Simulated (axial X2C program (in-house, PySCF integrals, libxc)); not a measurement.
Nuclear properties of LiTi⁺

Calculated with an in-house all-electron X2C program for linear molecules (integrals from PySCF): two-component X2C with atomic mean-field Coulomb and Gaunt terms, Gaussian nuclei, basis Ti dyall-cv3z, Li dyall-cv3z with contracted cores.

R = 3.047 Å (near the PBE0 minimum at charge 1 of the determinant lowest at the starting distance; the state shown can have its own minimum elsewhere).

Determinant lowest in the PBE0 search, Ω = 3 (⟨Sz⟩ = 1.00, ⟨Lz⟩ = 2.00 at PBE0), spin on the atoms Ti 1.08, Li -0.08:

```json
{"level": "PBE0", "Eeff magnitude (GV/cm)": "0.121", "Ws magnitude Ti (kHz)": "0.0163", "A∥/gI Ti (MHz)": "213", "qzz Ti (a.u.)": "-0.15", "A∥/gI Li (MHz)": "-5.15", "qzz Li (a.u.)": "-0.02"}
{"level": "HF", "Eeff magnitude (GV/cm)": "0.39", "Ws magnitude Ti (kHz)": "0.0512", "A∥/gI Ti (MHz)": "267", "qzz Ti (a.u.)": "-0.27", "A∥/gI Li (MHz)": "-13", "qzz Li (a.u.)": "-0.01"}
{"level": "PBE50", "Eeff magnitude (GV/cm)": "0.143", "Ws magnitude Ti (kHz)": "0.0193", "A∥/gI Ti (MHz)": "207", "qzz Ti (a.u.)": "-0.15", "A∥/gI Li (MHz)": "-5.77", "qzz Li (a.u.)": "-0.02"}
{"level": "B3LYP", "Eeff magnitude (GV/cm)": "0.0653", "Ws magnitude Ti (kHz)": "0.00894", "A∥/gI Ti (MHz)": "190", "qzz Ti (a.u.)": "-0.12", "A∥/gI Li (MHz)": "-3.43", "qzz Li (a.u.)": "-0.02"}
{"level": "BHandHLYP", "Eeff magnitude (GV/cm)": "0.0638", "Ws magnitude Ti (kHz)": "0.00878", "A∥/gI Ti (MHz)": "166", "qzz Ti (a.u.)": "-0.11", "A∥/gI Li (MHz)": "-3.45", "qzz Li (a.u.)": "-0.01"}
```

Determinant 0.12 eV from it at PBE0 and this distance, Ω = 2 (⟨Sz⟩ = -1.00, ⟨Lz⟩ = 3.00 at PBE0), spin on the atoms Ti -1.06, Li 0.06:

```csv
level,Eeff magnitude (GV/cm),Ws magnitude Ti (kHz),A∥/gI Ti (MHz),qzz Ti (a.u.),A∥/gI Li (MHz),qzz Li (a.u.)
PBE0,0.112,0.0234,156,0.32,9.28,-0.02
HF,0.429,0.0844,35.5,0.23,22,-0.01
PBE50,0.152,0.0309,168,0.39,10.1,-0.02
B3LYP,0.05,0.0101,296,0.32,4.52,-0.02
BHandHLYP,0.0382,0.00805,283,0.44,4.32,-0.01
```

Eeff is the effective electric field on the electron electric dipole moment in this Ω state and Ws the scalar–pseudoscalar constant of the nucleus named (defined with the proton number Z and per Ω); A∥ (defined per Ω) follows by multiplying with gI = μI/(I μN); qzz is the electric field gradient, eQq0 = 234.96 MHz × Q/barn × qzz. The operators were transformed with the bare-nucleus X2C matrices; with these basis sets, hyperfine constants and field gradients can be off by tens of per cent, and where levels differ in sign neither size nor sign is settled.

Question: With gI(47Ti) = -0.3154 (g factors from the IAEA table of nuclear moments by Stone), turn the PBE0 values of the first state into constants in MHz.

Answer: A∥(47Ti) = 213 × -0.3154 = -67.2 MHz.

Each state is one determinant with collinear spin, which with several unpaired electrons need not be a pure state. Unrestricted Hartree–Fock can overshoot spin polarisation at the nuclei. With several open shells hyperfine constants can be off by a factor of several. Where Eeff spreads by more than a factor of two the levels disagree and none is to be relied on. Open-shell Ω = 0 determinants with evenly filled partner blocks cannot be reached by this program, so the Ω shown need not be the lowest component. States lie within half an eV, so the first need not be the ground state. Further determinants of the search, some of them spin-mixed, are not shown. Where a field gradient or hyperfine factor spreads by more than a factor of two over the levels, a constant derived from it is not to be relied on. PBE0 term energies can be off by some tenths of an eV.
